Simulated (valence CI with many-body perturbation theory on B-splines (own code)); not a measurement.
**E1 line list for As2+**

Level of theory: configuration interaction combined with many-body perturbation theory (CI+MBPT): three valence electrons over a frozen Dirac-Fock core [Ar] 3d10, a basis of 11 s, 11 p, 9 d, 7 f, 5 g, 2 h, 1 i functions for each j, with the one-electron correlation potential Σ1 (screened to all orders), the two-electron term Σ2, the three-electron term Σ3, Breit, model QED; selected single and double excitations, second order for the rest, scaled by the run's own slope (own B-spline code, finite nucleus).

Set against measurement, 13 paired levels are off by 202 cm⁻¹ on average, the worst by 431. These come from a selection out of Moore, Atomic Energy Levels, vol. II, NSRDS-NBS 35 (1971 reprint of NBS Circular 467, 1952), an old analysis. Levels without a partner in it may be off by more.

Lines 101 to 150 of 228 in falling wavelength, among levels below 23.907 eV, chosen from the strongest by gf and those to the six lowest levels. Wavelengths and rates use the calculated energies, so an error of 200 cm⁻¹ moves a line at 121.8 nm by 0.24 % and its rate by three times that or more. Electric multipoles are in the length gauge, E1 and E2 with the static RPA response of the core. Weak lines are less certain than strong ones. Lines between different terms over intervals too small for the method are left out, as are lines whose strength nearly cancels. Where a level lies close to another of its J and parity, the split of strength between their lines is uncertain. The highest levels of a list are the least certain.

Names give the largest LS component (configuration and term), which can be under half, so a name can repeat, a term be missing and a line seem to break the LS rules; names also repeat where a configuration has a term twice. Letters in brackets count levels of one name in rising energy.

| λ vac (nm) | λ from measured levels | Upper | Lower | A (s⁻¹) | log gf | Branch % |
| --- | --- | --- | --- | --- | --- | --- |
| 132.6 |  | 4s 4p 5s 2P°_3/2 | 4s 4p2 2P_1/2 | 8.67e+07 | -1.04 | 2.1 |
| 132.1 |  | 4s 4p 4d 4P°_3/2 | 4s 4p2 2P_1/2 | 1.03e+07 | -1.97 | 0.3 |
| 129.1 |  | 4p3 2P°_1/2 | 4s 4p2 2S_1/2 | 1.61e+07 | -2.10 | 5.5 |
| 127.7 |  | 4p3 2P°_1/2 | 4s2 5s 2S_1/2 | 3.22e+07 | -1.80 | 11.1 |
| 127.4 |  | 4s2 4f 2F°_7/2 | 4s 4p2 2D_5/2 | 5.50e+08 | 0.03 | 46.2 |
| 127.4 |  | 4s2 4f 2F°_5/2 | 4s 4p2 2D_5/2 | 3.43e+07 | -1.30 | 2.9 |
| 127.3 |  | 4p3 2P°_3/2 | 4s2 5s 2S_1/2 | 2.63e+07 | -1.59 | 3.3 |
| 126.9 |  | 4s2 4f 2F°_5/2 | 4s 4p2 2D_3/2 | 5.05e+08 | -0.14 | 42.6 |
| 124.6 |  | 4s 4p 5s 2P°_1/2 | 4s 4p2 2S_1/2 | 1.17e+08 | -1.26 | 2.8 |
| 123.8 |  | 4p3 2D°_3/2 | 4s 4p2 2D_5/2 | 3.28e+07 | -1.52 | 26.3 |
| 123.3 |  | 4s 4p 5s 2P°_1/2 | 4s2 5s 2S_1/2 | 3.14e+07 | -1.84 | 0.7 |
| 123.3 |  | 4p3 2D°_3/2 | 4s 4p2 2D_3/2 | 7.70e+07 | -1.15 | 61.8 |
| 123.0 |  | 4p3 2D°_5/2 | 4s 4p2 2D_5/2 | 1.10e+08 | -0.83 | 87.4 |
| 122.5 |  | 4p3 2D°_5/2 | 4s 4p2 2D_3/2 | 2.58e+06 | -2.46 | 2.1 |
| 122.3 |  | 4s 4p 5s 2P°_3/2 | 4s 4p2 2S_1/2 | 1.71e+07 | -1.81 | 0.4 |
| 121.8 | 121.4 | 4s 4p2 2D_3/2 | 4s2 4p 2P°_3/2 | 4.95e+06 | -2.36 | 4.1 |
| 121.4 | 120.9 | 4s 4p2 2D_5/2 | 4s2 4p 2P°_3/2 | 9.50e+07 | -0.90 | 100.0 |
| 121.1 |  | 4s 4p 5s 2P°_3/2 | 4s2 5s 2S_1/2 | 4.23e+07 | -1.43 | 1.0 |
| 117.7 |  | 4s2 7p 2P°_1/2 | 4s 4p2 2S_1/2 | 1.70e+07 | -2.15 | 20.3 |
| 117.6 | 117.2 | 4s 4p2 2D_3/2 | 4s2 4p 2P°_1/2 | 1.16e+08 | -1.02 | 95.9 |
| 114.6 |  | 4s2 6p 2P°_3/2 | 4s 4p2 2D_5/2 | 9.26e+07 | -1.14 | 52.1 |
| 114.5 |  | 4s2 6p 2P°_1/2 | 4s 4p2 2D_3/2 | 1.09e+08 | -1.37 | 62.0 |
| 114.1 |  | 4s2 6p 2P°_3/2 | 4s 4p2 2D_3/2 | 8.74e+06 | -2.17 | 4.9 |
| 112.2 |  | 4p3 4S°_3/2 | 4s 4p2 2D_3/2 | 3.92e+05 | -3.53 | 0.0 |
| 109.3 |  | 4s 4p 4d 4F°_3/2 | 4s 4p2 2D_3/2 | 8.33e+06 | -2.22 | 25.9 |
| 108.5 |  | 4s 4p 4d 4F°_5/2 | 4s 4p2 2D_3/2 | 4.52e+05 | -3.32 | 0.8 |
| 104.6 |  | 4s 4p 5s 4P°_1/2 | 4s 4p2 2D_3/2 | 3.93e+06 | -2.89 | 0.1 |
| 104.4 |  | 4s2 4f 2F°_7/2 | 4s 4p2 4P_5/2 | 4.23e+06 | -2.26 | 0.4 |
| 104.4 |  | 4s2 4f 2F°_5/2 | 4s 4p2 4P_5/2 | 2.71e+05 | -3.58 | 0.0 |
| 103.5 |  | 4s 4p 5s 4P°_3/2 | 4s 4p2 2D_3/2 | 2.53e+06 | -2.79 | 0.1 |
| 102.6 |  | 4s2 4f 2F°_5/2 | 4s 4p2 4P_3/2 | 5.27e+05 | -3.30 | 0.0 |
| 102.0 |  | 4p3 2D°_3/2 | 4s 4p2 4P_5/2 | 2.02e+06 | -2.90 | 1.6 |
| 101.5 |  | 4s 4p 5s 4P°_5/2 | 4s 4p2 2D_3/2 | 1.94e+05 | -3.74 | 0.0 |
| 101.4 |  | 4p3 2D°_5/2 | 4s 4p2 4P_5/2 | 4.95e+05 | -3.34 | 0.4 |
| 100.2 |  | 4p3 2D°_3/2 | 4s 4p2 4P_3/2 | 7.43e+04 | -4.35 | 0.1 |
| 100.1 |  | 4p3 2P°_3/2 | 4s 4p2 2D_5/2 | 3.93e+08 | -0.63 | 49.1 |
| 100.1 |  | 4p3 2P°_1/2 | 4s 4p2 2D_3/2 | 5.00e+07 | -1.82 | 17.2 |
| 99.82 |  | 4p3 2P°_3/2 | 4s 4p2 2D_3/2 | 1.89e+07 | -1.95 | 2.4 |
| 99.72 |  | 4p3 2D°_5/2 | 4s 4p2 4P_3/2 | 1.17e+06 | -2.98 | 0.9 |
| 99.06 |  | 4p3 2D°_3/2 | 4s 4p2 4P_1/2 | 1.56e+06 | -3.04 | 1.2 |
| 98.40 |  | 4s 4p 4d 4D°_3/2 | 4s 4p2 2D_5/2 | 2.11e+07 | -1.91 | 0.3 |
| 98.36 |  | 4s2 5f 2F°_7/2 | 4s 4p2 2D_5/2 | 2.89e+08 | -0.48 | 45.2 |
| 98.30 |  | 4s2 5f 2F°_5/2 [b] | 4s 4p2 2D_5/2 | 5.63e+07 | -1.31 | 2.1 |
| 98.09 |  | 4s 4p 4d 4D°_3/2 | 4s 4p2 2D_3/2 | 2.61e+07 | -1.82 | 0.4 |
| 98.08 |  | 4s 4p 4d 4D°_1/2 | 4s 4p2 2D_3/2 | 3.28e+06 | -3.02 | 0.0 |
| 98.07 |  | 4s2 5f 2F°_5/2 [a] | 4s 4p2 2D_3/2 | 1.20e+08 | -0.98 | 3.4 |
| 97.99 |  | 4s2 5f 2F°_5/2 [b] | 4s 4p2 2D_3/2 | 1.37e+08 | -0.93 | 5.2 |
| 97.35 |  | 4s 4p 5s 2P°_1/2 | 4s 4p2 2D_3/2 | 3.58e+09 | 0.01 | 85.5 |
| 97.08 |  | 4s 4p 4d 4D°_7/2 | 4s 4p2 2D_5/2 | 2.39e+07 | -1.57 | 0.3 |
| 96.44 | 96.38 | 4s2 5s 2S_1/2 | 4s2 4p 2P°_3/2 | 2.44e+09 | -0.17 | 55.0 |
